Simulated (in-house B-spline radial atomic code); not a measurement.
A run on an ion of nuclear charge 60 with 60.5 electrons that did not converge. Method: scalar-relativistic (X2C) wB97X, spin-polarised, spherical fractional occupations, Fermi nucleus of rms radius 4.9123 fm; computed with a B-spline radial code for spherical atoms.

Command:
```bash
python run_scf.py task.json out
```
Settings (nuclear radius in fm, mass in u):
```
Z                60
configuration    [Xe] 4f4.5 6s2
hamiltonian      x2c
method           wb97x
spin_polarised   True
nucleus          fermi
rms_radius       4.9123
atomic_mass      141.90773
speed_of_light   137.035999084
```

First and last ten iterations of the last attempt (damped for 15 steps, keeping 80 % of the old Fock matrix, then DIIS):
```
 iter        energy (Eh)    residual
    1       -9610.353731    5.19e-01
    2       -9609.483065    6.39e-01
    3       -9616.596031    4.10e-01
    4       -9620.196208    2.56e-01
    5       -9621.936136    1.60e-01
    6       -9622.738697    9.86e-02
    7       -9623.093130    6.43e-02
    8       -9623.244945    4.01e-02
    9       -9623.310122    2.92e-02
   10       -9623.339846    2.32e-02
  111       -9623.381545    6.39e-04
  112       -9623.381574    5.64e-04
  113       -9623.381638    4.96e-04
  114       -9623.381630    5.38e-04
  115       -9623.381616    5.36e-04
  116       -9623.381612    6.98e-04
  117       -9623.381649    4.35e-04
  118       -9623.381604    3.31e-04
  119       -9623.381420    5.50e-04
  120       -9623.381279    7.55e-04
 not converged after 120 iterations
```

The smallest residual met was 2.3e-04; the threshold is about 6e-07. No energy from this run should be used. Cost of the run: 21 s on 1 thread of Intel(R) Xeon(R) Platinum 8375C CPU @ 2.90GHz, with other jobs on the host.
